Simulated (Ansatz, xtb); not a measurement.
Two isomers of ClFH3Si2

We compare X, `F[Si@H]([SiH2])Cl`, a doublet, with Y, `F[SiH2][SiH]Cl`, a doublet. Both are isolated molecules in the gas phase, relaxed with PBE0-D3(BJ)/def2-SVP; the shapes shown needn't be the lowest conformers.

X (Å):

```xyz
7

Cl    1.8140    2.4569   -0.8867
F    -0.9311    3.5143   -0.2867
Si   -0.2104    2.1212   -0.7016
Si   -0.4946    0.6037    1.0310
H    -0.7371    1.7508   -2.0426
H    -1.9096    0.2003    1.2915
H     0.3993   -0.5864    0.9112
```

Y (Å):

```json
{"atom": "Cl", "x (Å)": "-1.0563", "y (Å)": "2.3354", "z (Å)": "-0.7182"}
{"atom": "F", "x (Å)": "-1.5988", "y (Å)": "-1.5228", "z (Å)": "0.8114"}
{"atom": "Si", "x (Å)": "0.1720", "y (Å)": "1.1753", "z (Å)": "0.4881"}
{"atom": "Si", "x (Å)": "-0.2034", "y (Å)": "-1.0990", "z (Å)": "0.0879"}
{"atom": "H", "x (Å)": "1.5925", "y (Å)": "1.5813", "z (Å)": "0.2401"}
{"atom": "H", "x (Å)": "-0.3325", "y (Å)": "-1.4070", "z (Å)": "-1.3658"}
{"atom": "H", "x (Å)": "0.9082", "y (Å)": "-1.8860", "z (Å)": "0.6972"}
```

Q: Estimate which is lower in electronic energy at CCSD(T)/def2-SVP + ΔMP2/def2-TZVPP, and by roughly how much.

A: The CCSD(T)/def2-SVP + ΔMP2/def2-TZVPP calculation puts structure X lower, by 17.2 kJ/mol.

How the difference moves with the method:

```
                             level              geometry  E(Y) − E(X) (kJ/mol)  departure from the last row (kJ/mol)  job, with rough time for the two
                          GFN2-xTB              GFN2-xTB                   −13.7                                 −30.8              optimisation, 0.34 s
                         HF/STO-3G              GFN2-xTB                    −8.9                                 −26.1               single point, 0.4 s
                r2SCAN-D4/def2-SVP              GFN2-xTB                   +23.6                                  +6.4               single point, 4.3 s
              PBE0-D3(BJ)/def2-SVP  PBE0-D3(BJ)/def2-SVP                   +18.5                                  +1.3                optimisation, 56 s
                       HF/def2-SVP  PBE0-D3(BJ)/def2-SVP                   +18.8                                  +1.6           part of the CCSD(T) run
                      MP2/def2-SVP  PBE0-D3(BJ)/def2-SVP                   +23.3                                  +6.2           part of the CCSD(T) run
                  CCSD(T)/def2-SVP  PBE0-D3(BJ)/def2-SVP                   +21.4                                  +4.2                      single point
CCSD(T)/def2-SVP + ΔMP2/def2-TZVPP  PBE0-D3(BJ)/def2-SVP                   +17.2                                                      single point, 27 s
```

As drawn, both hold the same kinds of bond in the same numbers.

GFN2-xTB, HF/STO-3G put the two in the other order. The largest departure from CCSD(T)/def2-SVP + ΔMP2/def2-TZVPP is that of GFN2-xTB, 30.8 kJ/mol. The last row adds to CCSD(T) the change of the MP2 difference between the two basis sets, here −4.2 kJ/mol.

With harmonic frequencies from PBE0-D3(BJ)/def2-SVP (ideal gas, rigid rotor, one conformer each, 298.15 K, 1 atm): on the last row, ΔE + ΔZPE = +19.2 kJ/mol. A mode under 50 cm⁻¹ makes harmonic enthalpies and free energies unreliable, so none is given.

Open shells are spin-unrestricted. The correlated steps freeze 16 core orbitals. Codes used: Ansatz 0.2.0, xtb 6.7.1; the last row on 1 thread of Intel(R) Xeon(R) 6975P-C (Granite Rapids) on a shared host.
